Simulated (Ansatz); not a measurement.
Reaction (isomerisation): `FC[SiH]([SiH3])Cl` → `F[SiH2]C[SiH2]Cl`

Gas-phase electronic energies from Ansatz, PBE0-D4/def2-TZVP geometries. CCSD(T)/CBS is the MP2 limit (def2-TZVPP, def2-QZVPP) plus CCSD(T) − MP2 in def2-TZVPP, frozen cores. Functionals use def2-TZVPP. One conformer a species, not always the lowest.

CCSD(T)/CBS gives -260.9 kJ/mol.

(1) Another level gave -226.0 kJ/mol. Which?
A. r2SCAN/def2-TZVPP
B. PBE0/def2-TZVPP
C. PBE/def2-TZVPP
D. CCSD(T)/def2-TZVPP

Largest T1 diagnostic among the species: 0.011.

Answers

(1) C. PBE -226.0, CCSD(T)/def2-TZVPP -257.1, PBE0 -238.7, r2SCAN -249.8 kJ/mol.

From PBE to PBE0 (25 % exact exchange), in def2-TZVPP and without D4, ΔE moves by −12.7 kJ/mol.
